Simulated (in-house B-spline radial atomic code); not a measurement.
Configurations of Sb⁴⁺, with energies counted from [Kr] 4d10 5s1. All numbers are computed (Dirac-Hartree-Fock, average of configuration; Fermi nucleus of rms radius 4.6802 fm) with a radial B-spline atomic code at the basis-set limit, not measured. Energies include first-order Breit, QED and recoil terms.

Occupations are held fixed; configurations that lie above the ionisation limit could autoionise.

```tsv
configuration	E - E(ref) (eV)	highest orbital	its <r> (bohr)
[Kr] 4d10 (4f5/2)1	29.865	4f5/2	2.785
[Kr] (4d3/2)4 (4d5/2)5 5s1 (6d3/2)1	66.311	6d3/2	5.333
[Kr] (4d3/2)4 (4d5/2)5 5s1 (7p3/2)1	69.428	7p3/2	6.965
[Ar] (3d3/2)4 (3d5/2)5 4s2 4p6 4d10 5s1 (6p1/2)1	558.65	6p1/2	4.216
```

(1) Order these further configurations by energy, lowest first.
A. [Kr] 4d10 (5d3/2)1
B. [Kr] 4d10 (8d5/2)1
C. [Kr] 4d10 7s1
D. [Ar] (3d3/2)3 (3d5/2)6 4s2 4p6 4d10 5s1 (8g7/2)1
E. [Ar] 3d10 4s2 (4p1/2)1 (4p3/2)4 4d10 5s1 (7d3/2)1

## Answers

(1) A (24.086 eV), C (37.247 eV), B (45.296 eV), E (157.37 eV), D (586.39 eV).
